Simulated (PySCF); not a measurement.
# Correlation energy of Se⁺ (selenium, charge +1)

[Ar] 3d10 4s2 4p3, high-spin 4S determinant. Calculation: PySCF 2.14, in pcseg-2 (6s5p3d1f, 43 functions); the non-relativistic Hamiltonian (point nucleus). Frozen: [Ar] 3d10; 5 electrons correlated.

MP2 pair energies summed by pair of shells (mhartree):

| pair | energy | share (%) |
| --- | --- | --- |
| 4s-4p | -49.81 | 66.4 |
| 4p-4p | -16.53 | 22.0 |
| 4s-4s | -8.72 | 11.6 |

Total MP2 correlation energy: -75.06 mhartree.

Same-spin part -19.78 and opposite-spin part -55.28 mhartree; SCS-MP2 scales them by 1/3 and 6/5 to -72.93 mhartree.

| level | correlation energy (mhartree) |
| --- | --- |
| CCSD | -89.97 |
| (T) | -2.57 |
| CCSD(T) | -92.54 |

Diagnostics: T1 = 0.0019, D1 = 0.0046, largest double amplitude 0.055.

Cost of the coupled-cluster step: 0.24 s of wall time on 1 thread of Intel(R) Xeon(R) Platinum 8559C (shared host), for 5 correlated electrons.

Iterations:

```
CC2 = 0
CCSD nocc = (np.int64(4), np.int64(1)), nmo = (29, 29)
frozen orbitals [[0, 1, 2, 3, 4, 5, 6, 7, 8, 9, 10, 11, 12, 13], [0, 1, 2, 3, 4, 5, 6, 7, 8, 9, 10, 11, 12, 13]]
max_cycle = 100
direct = 0
conv_tol = 1e-08
conv_tol_normt = 1e-06
diis_space = 8
diis_start_cycle = 0
Init t2, MP2 energy = -0.0750591197982951
Init E_corr(UCCSD) = -0.0750591198845821
cycle = 1  E_corr(UCCSD) = -0.0869937166991204  dE = -0.0119345968  norm(t1,t2) = 0.0344917
cycle = 2  E_corr(UCCSD) = -0.0892011902471665  dE = -0.00220747355  norm(t1,t2) = 0.00909468
cycle = 3  E_corr(UCCSD) = -0.0899831166133852  dE = -0.000781926366  norm(t1,t2) = 0.0030847
cycle = 4  E_corr(UCCSD) = -0.089967681809147  dE = 1.54348042e-05  norm(t1,t2) = 0.000387258
cycle = 5  E_corr(UCCSD) = -0.0899670575271903  dE = 6.24281957e-07  norm(t1,t2) = 3.45605e-05
cycle = 6  E_corr(UCCSD) = -0.089966932974145  dE = 1.24553045e-07  norm(t1,t2) = 5.4954e-06
cycle = 7  E_corr(UCCSD) = -0.0899670061062442  dE = -7.31320992e-08  norm(t1,t2) = 1.09336e-06
cycle = 8  E_corr(UCCSD) = -0.0899669820264129  dE = 2.40798313e-08  norm(t1,t2) = 1.05079e-07
cycle = 9  E_corr(UCCSD) = -0.0899669845395243  dE = -2.51311139e-09  norm(t1,t2) = 1.84206e-08
UCCSD converged
E(UCCSD) = -2399.618712463854  E_corr = -0.08996698453952427
UCCSD(T) correction = -0.00257039249378701
```
